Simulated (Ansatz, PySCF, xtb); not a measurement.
Acid–base and redox partners of C[Si](C)(C)O. Isolated molecules, 0 K electronic values unless said otherwise. One relaxed conformer stands for each flexible species; it need not be the lowest. Strings in code marks are SMILES.

Quantity: gas-phase deprotonation enthalpy at 298 K, in eV. Enthalpy corrections at 298 K come from GFN2-xTB frequencies (xtb). Levels without diffuse functions put anions too high.

Level 1: PBE-D3(BJ)/def2-TZVPD // B3LYP-D3(BJ)/def2-TZVPD (PySCF)
Level 2: PBE/6-31G* // B3LYP-D3(BJ)/def2-TZVPD (PySCF)
Level 3: frozen-core MP2/6-31G* // B3LYP-D3(BJ)/def2-TZVPD (PySCF)
Level 4: HF/aug-cc-pVDZ // B3LYP-D3(BJ)/def2-TZVPD (Ansatz, a program for electronic structure)

| species | level 2 | level 3 | level 4 |
|---|---|---|---|
| proton removed from O5: `[O-][Si](C)(C)C` | 15.89 | 15.84 | 16.26 |

Task: What does level 1 give for each?

Result: 
- proton removed from O5: `[O-][Si](C)(C)C`: 15.60
